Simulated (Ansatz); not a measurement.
Basis-set series for C$_{2}$H$_{11}$AlO$_{2}$Si, SMILES `[CH3][Al-]([CH3])([OH])[OH+][SiH3]`. Charge 0, multiplicity 1. The geometry is a stationary point of PBE0-D4/def2-TZVP. It is one conformer, not always the lowest.

```csv
functional,basis,functions,energy (Eh),HOMO (eV),LUMO (eV)
PBE0-D4,def2-TZVPP,362,-764.96267,-7.29,-0.03
PBE0-D4,def2-QZVPP,698,-764.99437,-7.30,-0.31
ωB97M-V,def2-TZVPP,362,-765.31457,-9.53,1.41
ωB97M-V,def2-QZVPP,698,-765.34433,-9.55,0.84
```

Problem. Give the rows for def2-SVP. (Best estimate.)

Solution. Ansatz gave: 
```csv
functional,basis,functions,energy (Eh),HOMO (eV),LUMO (eV)
PBE0-D4,def2-SVP,147,-764.49586,-7.22,0.47
ωB97M-V,def2-SVP,147,-764.83703,-9.46,2.08
```

Positive LUMOs are unbound and depend on the basis.
